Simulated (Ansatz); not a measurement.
Stepwise reaction of `[NH2][Ti]([NH2])([Cl])[Cl]` with hydrogen chloride, as a gas-phase model of exchange steps in deposition or etching. ΔE in kJ/mol; ΔG adds harmonic PBE0-D4 terms to CCSD(T)/CBS, at 1 bar.

Program: Ansatz. Geometries: PBE0-D4/def2-TZVP. ΔE: electronic, gas phase. CBS: MP2 limit from def2 TZ/QZ plus the TZ coupled-cluster correction, frozen cores. This one scheme is used for every species. Functionals use def2-TZVPP. B3LYP here is the variant with VWN-RPA as its local correlation; programs differ in this. For Ti outer-core shells are correlated without core-valence functions, which leaves a few kJ/mol of doubt a bond. Scalar relativity is left out up to krypton. One conformer a species, not always the lowest.

```tsv
step	reaction	PBE-D4	B3LYP-D4	ωB97M-V	CCSD(T)/CBS	ΔG(500 K)
1	`[NH2][Ti]([NH2])([Cl])[Cl]` + HCl → `[NH2][Ti]([Cl])([Cl])[Cl]` + NH₃	-78.7	-77.0	-73.9	-74.6	-70.8
```

(1) Give the row of step 2, `[NH2][Ti]([Cl])([Cl])[Cl]` + HCl → `[Cl][Ti]([Cl])([Cl])[Cl]` + NH₃. (An estimate is asked.)

(2) By hand: ΔE of the 2 steps together at CCSD(T)/CBS.

## Answers

(1) Ansatz gave: 
| step | reaction | PBE-D4 | B3LYP-D4 | ωB97M-V | CCSD(T)/CBS | ΔG(500 K) |
| --- | --- | --- | --- | --- | --- | --- |
| 2 | `[NH2][Ti]([Cl])([Cl])[Cl]` + HCl → `[Cl][Ti]([Cl])([Cl])[Cl]` + NH₃ | -74.0 | -70.2 | -65.6 | -68.0 | -39.8 |

(2) (-74.6) + (-68.0) = -142.6 kJ/mol, or -71.3 kJ/mol a step.

In ΔE each step is higher than the one before. All are downhill at CCSD(T)/CBS. ΔG lies between -70.8 and -39.8 kJ/mol a step. PBE-D4 differs from CCSD(T)/CBS by -6.0 to -4.1 kJ/mol a step. Isolated molecules leave out the surface, adducts and barriers. Largest T1 diagnostic: 0.025.
